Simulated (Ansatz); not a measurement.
Start from `CO[CH2][ZnH]` and change one atom or group to get `CO[CH2][AlH2]`.

Ansatz, PBE0-D4/def2-TZVP geometries, multiplicity 1. Each molecule was computed in one conformer, which needn't be the lowest.

Scalar relativity is left out up to krypton.

```tsv
property	`CO[CH2][ZnH]`
ideal-gas entropy at 298 K and 1 bar (rigid rotor, harmonic PBE0-D4/def2-TZVP) / J/(mol·K)	326
HOMO energy (ωB97M-V/def2-TZVPP) / eV	-9.47
size of the dipole moment (ωB97M-V/def2-TZVPP) / D	1.34
size of the dipole moment (B3LYP/def2-TZVPP) / D	1.37
LUMO energy (PBE0/def2-TZVPP) / eV	-0.45
HOMO energy (B3LYP/def2-TZVPP) / eV	-7.06
```

(1) What does the change do to each property? (Best estimate.)

Results:

(1) The calculation gave: 
```
                                                                                  property  `CO[CH2][AlH2]`  shift
ideal-gas entropy at 298 K and 1 bar (rigid rotor, harmonic PBE0-D4/def2-TZVP) / J/(mol·K)              331      5
                                                     HOMO energy (ωB97M-V/def2-TZVPP) / eV            -9.84  -0.37
                                        size of the dipole moment (ωB97M-V/def2-TZVPP) / D             1.38   0.04
                                          size of the dipole moment (B3LYP/def2-TZVPP) / D             1.37   0.00
                                                        LUMO energy (PBE0/def2-TZVPP) / eV            -1.35  -0.90
                                                       HOMO energy (B3LYP/def2-TZVPP) / eV            -7.20  -0.14
```

With PBE0 the HOMO falls by 0.19 eV and the LUMO falls by 0.90 eV, so the gap narrows by about 0.71 eV. PBE moves the HOMO by -0.13 eV and ωB97M-V by -0.37 eV. The zero-point energy changes by 17.6 kJ/mol with +3 modes. Dipoles are sizes alone; their direction can turn.

B3LYP here is the variant with VWN-RPA as its local correlation; programs differ in this.
